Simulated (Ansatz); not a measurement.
Calculated with Ansatz (gas phase, PBE0-D4/def2-TZVP geometries, no zero-point term in ΔE). CBS: MP2 limit from def2 TZ/QZ plus the TZ coupled-cluster correction, frozen cores. This one scheme is used for every species. DFT in def2-TZVPP. One conformer a species, not always the lowest.

Consider the formal exchange of groups at the Si–C bond: `FB1OC1[SiH2]Cl` + `BN` → `NB[SiH2]Cl` + `FB1CO1`.

**Question.** Is it downhill or uphill in electronic energy at CCSD(T)/CBS, and by how much? (An estimate is asked.)

**Answer.** Computed: Uphill: ΔE = +0.16 eV.

**Question.** What do these levels give: PBE-D4, PBE0-D4, ωB97X-V, ωB97M-V, B2PLYP, r2SCAN, PBE0, HF/def2-TZVPP, CCSD(T)/def2-TZVPP, HF/def2-QZVPP, MP2/def2-QZVPP, MP2/CBS(def2)? (Best estimate.)

**Answer.** The calculation gave: PBE-D4 0.09, PBE0-D4 0.10, ωB97X-V 0.14, ωB97M-V 0.19, B2PLYP 0.17, r2SCAN 0.15, PBE0 0.08, HF/def2-TZVPP 0.17, CCSD(T)/def2-TZVPP 0.16, HF/def2-QZVPP 0.18, MP2/def2-QZVPP 0.22, MP2/CBS(def2) 0.22 eV.

Largest T1 diagnostic among the species: 0.014.
